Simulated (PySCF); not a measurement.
## Static response to an electric field

Species: MeHSiClSBu, C5H13ClSSi.
Geometry (PBE0-D3(BJ)/def2-SVP, Å), atoms numbered from 1 in this order:
```
atom  x, y, z in Å
C1    -3.4132    0.5015    0.2831
C2    -2.3973   -0.6293    0.2838
C3    -1.0501   -0.2184   -0.2975
C4    -0.0391   -1.3490   -0.2723
S5     1.5791   -0.9575   -1.0383
Si6    2.2986    0.5894    0.2387
C7     4.1286    0.7545   -0.0525
Cl8    1.9276    0.0674    2.2237
H9    -3.0559    1.3578    0.8773
H10   -3.6032    0.8667   -0.7389
H11   -4.3766    0.1809    0.7071
H12   -2.7942   -1.4878   -0.2863
H13   -2.2484   -0.9951    1.3149
H14   -1.1742    0.1383   -1.3341
H15   -0.6586    0.6387    0.2781
H16   -0.4036   -2.2151   -0.8461
H17    0.1493   -1.6904    0.7571
H18    1.5911    1.8857    0.0442
H19    4.6378   -0.1965    0.1612
H20    4.5495    1.5372    0.5965
H21    4.3233    1.0289   -1.1012
```

Level: wB97X-D/def2-SVPD (PySCF), static field, nuclei fixed, core orbitals frozen in the response. The polarisability tensor in these axes (au):

```
x   142.76   7.14  -1.66
y     7.14 109.04   3.92
z    -1.66   3.92 114.24
```

Problem. What are the eigenvalues, a third of the trace, and Δα (Δα² = ½Σ(αi − αj)² over the three pairs)?

Solution. Principal values 105.58, 116.22 and 144.24 au; mean 122.01 au = 18.08 Å³ = 20.12 × 10⁻⁴⁰ C²·m²/J; Δα = 34.58 au (28 % of the mean).

Problem. What is the dipole moment, and where does it point?

Solution. (-0.54, 0.52, -0.58) D, 0.94 D in size, pointing from the negative to the positive side. Measured along this direction, the outermost atoms are H19 at the negative end and H10 at the positive end.

Problem. Form Σ f/ω² (atomic units) for the 10 lowest TDDFT singlets, given as eV and f, and set it beside the mean polarisability, which is this sum over all singlets: 5.60, 0.0040; 6.75, 0.0326; 7.04, 0.0196; 7.38, 0.0131; 7.40, 0.0839; 7.67, 0.0478; 7.74, 0.0137; 7.88, 0.0119; 8.05, 0.0211; 8.13, 0.0219.

Solution. They add up to 3.63 au, 3.0 % of the 122.01 au; the largest single term is 1.13 au, from the state at 7.40 eV. Terms in order: 0.09, 0.53, 0.29, 0.18, 1.13, 0.60, 0.17, 0.14, 0.24, 0.25 au. Higher excitations give the rest. The strengths listed sum to 0.270.

Problem. Find the Langevin capture rate constant for H3+ (3.023 u) meeting this molecule (168.020 u), k = 2.342 × 10⁻⁹ cm³/s × √(α in Å³ / reduced mass in u).

Solution. The reduced mass is 2.97 u, so k = 5.78 × 10⁻⁹ cm³/s. The formula leaves out the permanent dipole, which adds to the capture rate.

Problem. In a dilute gas of rigid molecules at 400 K, how does the orientational term μ²/3kT compare with the electronic polarisability?

Solution. In Gaussian units μ²/3kT = 5.38 Å³ against 18.08 Å³, a ratio of 0.30; the Debye molar polarisation (4π/3)N_A(α + μ²/3kT) is 59.2 cm³/mol, leaving out the vibrational part.

Isolated species at its PBE0-D3(BJ)/def2-SVP geometry (one conformer only).
